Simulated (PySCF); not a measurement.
## Working with the constants of CaBi⁺

ROHF-CCSD(T) constants of CaBi⁺, ³Σ⁻ (triplet), unpaired electrons π ↑↑ (PySCF, scalar-relativistic core potentials, basis sets Ca def2-SVPD, Bi def2-SVPD with ECP60; masses 39.9626 and 208.9804 u):

* ωe: 146.9 cm⁻¹
* ωexe: 0.651 cm⁻¹
* Be: 0.048464 cm⁻¹
* αe: 0.000261 cm⁻¹
* D (centrifugal): 2.11e-08 cm⁻¹

(1) Give the vibrational terms G(v) and spacings up to v = 6.

Correlated steps freeze 9 core orbitals. Spin–orbit coupling is left out, which matters for elements this heavy, above all for dissociation energies. The state was picked by a PBE0 search and need not be the measured ground state.

Results:

(1) G(v) = ωe(v+½) − ωexe(v+½)².

```tsv
v	G(v) (cm⁻¹)	G(v) − G(v−1)	Bv (cm⁻¹)
0	73.3		0.04833
1	218.9	145.6	0.04807
2	363.2	144.3	0.04781
3	506.2	143.0	0.04755
4	647.9	141.7	0.04729
5	788.3	140.4	0.04703
6	927.3	139.1	0.04677
```
